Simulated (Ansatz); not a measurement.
The lowest singlet and triplet of CHCl (SMILES [CH]Cl); geometries from B3LYP-D3(BJ)/def2-TZVP, each state relaxed from the structure named, with no frequency check.
Singlet (charge 0, multiplicity 1):
```xyz
3

C     -1.0700     0.5280     0.0000
Cl     0.4793    -0.1649     0.0000
H     -1.7283    -0.3646     0.0000
```
Triplet (charge 0, multiplicity 3):
```xyz
3

C     -1.0918     0.3498     0.0000
Cl     0.5004    -0.1057     0.0000
H     -1.9569    -0.3023     0.0000
```

A positive gap puts the triplet lower; no zero-point energy. U- takes an unrestricted singlet (broken symmetry where lower, unprojected). The triplet is unrestricted in single-reference levels. Active spaces average the two states.

Cores are frozen in the correlated methods.

Codes used: Ansatz (a program for electronic structure) with Gaussian orbitals. Values without a source in brackets are computed.

Estimate the gap E(singlet) − E(triplet), adiabatic that FIC-MRCISD+Q on SA-CASSCF(2,2)/cc-pV(Q+d)Z returns for this input.

-5.3 kcal/mol

What gap E(singlet) − E(triplet), adiabatic does U-HF/cc-pV(Q+d)Z (spin-contaminated) give?

8.5 kcal/mol

Give the gap E(singlet) − E(triplet), adiabatic at the level U-CCSD(T)/cc-pV(Q+d)Z (spin-contaminated).

-4.8 kcal/mol

Doubts at one or more of the structures used: T1 above 0.05 (U-CCSD(T)/cc-pV(Q+d)Z (spin-contaminated)).
